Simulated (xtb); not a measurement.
C3H7BF2O, SMILES CO[C@H](C)B(F)F. All values are semi-empirical tight-binding results from xtb (GFN2-xTB unless named), good for trends rather than for accurate numbers. The structure is a stationary point at GFN2-xTB. The structure was generated by enumeration; whether it is a known compound was not checked. One conformer was computed; it need not be the lowest.

Optimised geometry:

```xyz
14

C      2.2514    -0.7447     1.0319
O      1.3574    -0.2900     0.0445
C      0.0203    -0.1106     0.4859
C     -0.6869    -1.4425     0.8156
B     -0.7969     0.7246    -0.6061
F     -2.0840     0.9630    -0.4456
F     -0.2874     1.2432    -1.6939
H      2.0620    -1.7861     1.3123
H      3.2446    -0.6705     0.5936
H      2.2026    -0.1176     1.9306
H      0.0338     0.4874     1.4189
H     -0.2448    -1.9118     1.6905
H     -1.7377    -1.2535     1.0140
H     -0.6018    -2.1197    -0.0303
```

The orbital gap is 4.57 eV. The dipole moment is 3.08 D. The zero-point energy comes out as 65.5 kcal/mol. The G − E(el) at 298.15 K (modified RRHO) is 44.5 kcal/mol and the static polarisability (D4 model) is 59.3 bohr³. The solvation energy, GFN2-xTB/ALPB(water) is -2.2 kcal/mol and the solvation energy, GFN2-xTB/ALPB(benzene) is -5.2 kcal/mol.

Give the IR lines (harmonic; lines under 4 % of the strongest left out, lines within 3 cm⁻¹ merged). (Estimate from the structure and the level; the computed values follow.)

ν (cm⁻¹): 421 (w), 491 (w), 576 (w), 736 (w), 1003 (w), 1115 (m), 1130 (w), 1157 (w), 1222 (m), 1270 (m), 1307 (m), 1322 (vs), 2774 (w), 2905 (w), 2932 (w), 3040 (w), 3049 (w), 3056 (w) (against the strongest line: vs over 80 %, s over 45 %, m over 15 %, w over 4 %, vw less)

Computed atomic charges and the Wiberg bond orders between heavy atoms:
charges (e) C1 0.04, O2 -0.32, C3 0.03, C4 -0.12, B5 0.52, F6 -0.25, F7 -0.23, H8 0.04, H9 0.06, H10 0.03, H11 0.04, H12 0.05, H13 0.05, H14 0.05. Bond orders C1–O2 0.99, O2–C3 0.98, C3–C4 0.98, C3–B5 0.98, B5–F6 1.08, B5–F7 1.12.
